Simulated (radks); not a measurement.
Values are calculated unless marked as measured or tabulated.
Problem. Radial electron density D(r) = 4 pi r^2 rho(r) of an atom or ion with 8 electrons. Code: a radial shooting solver on a logarithmic mesh with Libxc functionals. Model: scalar-relativistic Kohn-Sham, LB94 model potential, spin-polarised, spherical densities, finite nucleus; Fermi nuclear charge, rms radius of each element as measured or else 0.836 A^(1/3) + 0.57 fm.

```
   r/bohr * D(r) (the largest magnitude, 30.8, reaches the edge; | marks zero)
 0.003362 |  *
 0.003731 |  *
 0.004173 |   *
 0.004668 |    *
 0.005221 |     *
 0.005793 |      *
 0.006479 |        *
 0.007247 |         *
 0.008106 |           *
 0.008995 |             *
  0.01006 |                *
  0.01125 |                   *
  0.01259 |                      *
  0.01397 |                         *
  0.01562 |                             *
  0.01747 |                                 *
  0.01954 |                                     *
  0.02169 |                                         *
  0.02426 |                                             *
  0.02713 |                                                *
  0.03035 |                                                   *
  0.03367 |                                                     *
  0.03766 |                                                      *
  0.04212 |                                                      *
  0.04712 |                                                     *
  0.05228 |                                                  *
  0.05848 |                                               *
  0.06541 |                                           *
  0.07316 |                                        *
  0.08118 |                                     *
   0.0908 |                                  *
   0.1016 |                                  *
   0.1136 |                                   *
    0.126 |                                     *
    0.141 |                                       *
   0.1577 |                                          *
   0.1764 |                                            *
   0.1957 |                                            *
   0.2189 |                                          *
   0.2448 |                                      *
   0.2739 |                                *
   0.3039 |                         *
   0.3399 |                  *
   0.3802 |           *
   0.4252 |      *
   0.4718 |   *
   0.5278 | *
   0.5903 |*
   0.6603 *
   0.7326 *
   0.8195 *
   0.9166 *
    1.025 *
```

What is the nuclear charge?

Solution. Z = 26. The innermost maximum, from 1s, lies near gamma/Z bohr with gamma = sqrt(1 - (Z/c)^2) = 0.982, here 0.0378 bohr (found: 0.0392), and its height grows with Z. The density is that of the iron ion Fe18+ in [He] 2s2 2p4; the configuration itself is not fixed sharply by these data, and Z only to about a unit. D(r) has 2 maxima, at r = 0.0392, 0.188 bohr, and minima at 0.101 bohr, inside which lie 2.23 electrons.
